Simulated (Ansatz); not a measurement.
MoBr5, SMILES [Br][Mo]([Br])([Br])([Br])[Br] (connectivity only; charge and spin as stated), neutral, multiplicity 2. Atoms are numbered in the order given.

```xyz
6

Mo     0.0000     0.0000    -0.0497
Br     0.0000    -2.1074     1.1392
Br     2.4726     0.0000     0.1036
Br    -2.4726     0.0001     0.1036
Br     0.0000     0.0000    -2.4352
Br    -0.0001     2.1074     1.1393
```
Charge 0, spin multiplicity 2.

Geometry optimised at B3LYP-D3(BJ)/def2-SVP. The spin state was assumed, not searched. The def2 effective core potentials stand for the cores of Mo; spin–orbit coupling is left out.

Two levels are set side by side: PBE-D3(BJ)/def2-SVP (Ansatz, a program for electronic structure) and B3LYP-D3(BJ)/def2-SVP (Ansatz). Each level has its own optimised geometry; the coordinates shown are those of the second. Differences are taken from unrounded values.

```json
[
 {"quantity": "mean bond length (Å)", "B3LYP-D3(BJ)": "2.436", "PBE-D3(BJ)": "2.436", "PBE-D3(BJ) minus B3LYP-D3(BJ)": "0.000"},
 {"quantity": "bond Mo1–Br2 (Å)", "B3LYP-D3(BJ)": "2.420", "PBE-D3(BJ)": "2.414", "PBE-D3(BJ) minus B3LYP-D3(BJ)": "-0.005"},
 {"quantity": "bond Mo1–Br3 (Å)", "B3LYP-D3(BJ)": "2.477", "PBE-D3(BJ)": "2.478", "PBE-D3(BJ) minus B3LYP-D3(BJ)": "0.001"},
 {"quantity": "bond Mo1–Br4 (Å)", "B3LYP-D3(BJ)": "2.477", "PBE-D3(BJ)": "2.478", "PBE-D3(BJ) minus B3LYP-D3(BJ)": "0.001"},
 {"quantity": "bond Mo1–Br5 (Å)", "B3LYP-D3(BJ)": "2.385", "PBE-D3(BJ)": "2.395", "PBE-D3(BJ) minus B3LYP-D3(BJ)": "0.009"},
 {"quantity": "bond Mo1–Br6 (Å)", "B3LYP-D3(BJ)": "2.420", "PBE-D3(BJ)": "2.414", "PBE-D3(BJ) minus B3LYP-D3(BJ)": "-0.005"}
]
```

Here PBE gives about what the other level gives.
